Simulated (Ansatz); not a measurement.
Reaction (formal exchange of groups at a B–C bond): `CB(Cl)[SeH]` + SiH₄ → `[SiH3]B(Cl)[SeH]` + CH₄

Isolated molecules relaxed with PBE0-D4/def2-TZVP in Ansatz; ΔE leaves out vibrations. CCSD(T)/CBS adds triple-zeta CCSD(T) − MP2 to the extrapolated MP2 energy (def2 sets, frozen cores). This one scheme is used for every species. Functionals use def2-TZVPP. For Se outer-core shells are correlated without core-valence functions, which leaves a few kJ/mol of doubt a bond. Scalar relativity is left out up to krypton. One conformer a species, not always the lowest.

(1) Is it downhill or uphill in electronic energy at CCSD(T)/CBS, and by how much? (Estimate.)

(2) What do these levels give: PBE-D4, PBE0-D4, ωB97M-V, PBE, CCSD(T)/def2-TZVPP, MP2/def2-QZVPP? (Best estimate.)

Largest T1 diagnostic among the species: 0.013.

## Answers

(1) Ansatz gave: Uphill: ΔE = +0.14 eV.

(2) Computed: PBE-D4 0.06, PBE0-D4 0.10, ωB97M-V 0.20, PBE 0.07, CCSD(T)/def2-TZVPP 0.16, MP2/def2-QZVPP 0.18 eV.

From PBE to PBE0 (25 % exact exchange), in def2-TZVPP and without D4, ΔE moves by +0.05 eV. In def2-TZVPP, CCSD(T) changes the Hartree–Fock value by −0.12 eV (the triples alone add −0.03 eV) and MP2 by −0.09 eV.
